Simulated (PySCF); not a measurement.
A GIAO shielding run with PySCF 2.14.0 with density-fitted response routines (density fitting, non-relativistic, gas phase) on SMILES C[S][GaH2-][AsH3+], CH8AsGaS:

```
{"job": {"kind": "nmr", "xc": "BLYP", "basis": "pcSseg-1", "pop": false}, "charge": 0, "multiplicity": 1}
C     -1.946079     0.739332     0.542597
S     -1.490063    -0.546015    -0.666546
Ga     0.149774    -1.618633     0.431111
As     1.879222     0.216268    -0.484004
H     -2.809951     1.283456     0.135937
H     -2.229891     0.301968     1.509722
H     -1.130964     1.461023     0.703779
H      0.711899    -2.872320    -0.321390
H      0.233917    -1.351898     1.975302
H      1.317960     1.614876    -0.371932
H      1.989026     0.185428    -1.989655
H      3.326117     0.585941    -0.196893
```

Hardware: 1 thread of an Arm Neoverse V1, shared host.

Question: How large is the calculation?

Answer: 94 electrons, 163 basis functions and 1023 auxiliary functions.

Question: How long does it take?

Answer: 25 s of wall time, with 13 SCF cycles. Times on a shared host scatter by some tens of per cent.

Question: And these other runs on the same molecule and hardware: GIAO shielding at B3LYP/pcSseg-1; GIAO shielding at B97-D/pcSseg-1; GIAO shielding at BP86/pcSseg-1; GIAO shielding at HF/pcSseg-1; GIAO shielding at KT2/pcSseg-1; GIAO shielding at KT3/pcSseg-1?

Answer: B3LYP/pcSseg-1: 163 functions, 21 s; B97-D/pcSseg-1: 163 functions, 27 s; BP86/pcSseg-1: 163 functions, 26 s; HF/pcSseg-1: 163 functions, 11 s; KT2/pcSseg-1: 163 functions, 24 s; KT3/pcSseg-1: 163 functions, 25 s.
